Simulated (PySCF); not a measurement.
# C3H9FOSi

C3H9FOSi is a small molecule, neutral, singlet. The structure, one conformer, was relaxed in the gas phase by PBE0-D3(BJ)/def2-SVP. No frequency run checks that it is a minimum.

SMILES: CC(C)(F)O[SiH3]

```xyz
15

C    -0.391   -0.158   -0.190
O     0.471    0.792    0.336
Si    2.137    0.776    0.119
C    -0.684   -1.236    0.832
C    -1.616    0.532   -0.743
F     0.263   -0.774   -1.258
H     2.725   -0.552    0.465
H     2.524    1.145   -1.273
H     2.639    1.809    1.065
H    -1.360   -1.994    0.413
H     0.254   -1.725    1.129
H    -1.148   -0.790    1.722
H    -1.302    1.265   -1.499
H    -2.144    1.059    0.063
H    -2.294   -0.198   -1.205
```
(Å; atoms numbered from 1)

Shieldings: GIAO PBE0/pcSseg-1. Shifts are against computed references at the same level: C TMS (σ 184.4 ppm), H TMS (σ 31.27 ppm), Si TMS (σ 352.0 ppm). Core levels by delta-SCF with SCAN, pcX-2 on the ionised atom and pcseg-1 elsewhere, spin-free X2C; from the vacuum level, for chosen atoms.

Give the NMR and core-level values of the distinct atoms.


```csv
atoms,bonded to,σ (ppm),δ (ppm),core level (eV)
C1,2 C + 1 F + 1 O,69.0,115.4,1s 294.55
O2,1 C + 1 Si,242.5,-,1s 538.24
Si3,1 O + 3 H,393.4,-41.4,-
C4,1 C + 3 H,157.0,27.5,1s 290.94
C5,1 C + 3 H,155.2,29.2,1s 290.91
F6,1 C,288.9,-,1s 692.19
H7 H8 H9,1 Si,26.46,4.80,-
H10 H11 H12,1 C,29.81,1.45,-
H13 H14 H15,1 C,29.79,1.48,-
```

Values are those of this one static structure, with the three H of a rotating XH3 group averaged; atoms that internal rotation interchanges would show their mean in an NMR spectrum.

Which of C1, C4, C5 holds its core electrons tightest, and by how much against the loosest?

C1 (bonded to 2 C + 1 F + 1 O), by 3.64 eV over C5 (bonded to 1 C + 3 H).

By CAM-B3LYP/def2-SVPD (TDDFT singlets, Tamm-Dancoff triplets, ionisation by delta-SCF), where does absorption start, and what does vertical ionisation take?

The lowest singlet lies at 7.50 eV (f 0.004), the strongest of the first 6 at 9.00 eV (f 0.049), the lowest triplet at 7.17 eV; vertical ionisation takes 10.48 eV.

The 3 runs behind this took 2.9 min in all, one thread each of Arm Neoverse V2 on a shared host, launched as `OMP_NUM_THREADS=1 python cluster_run.py task.json out`.
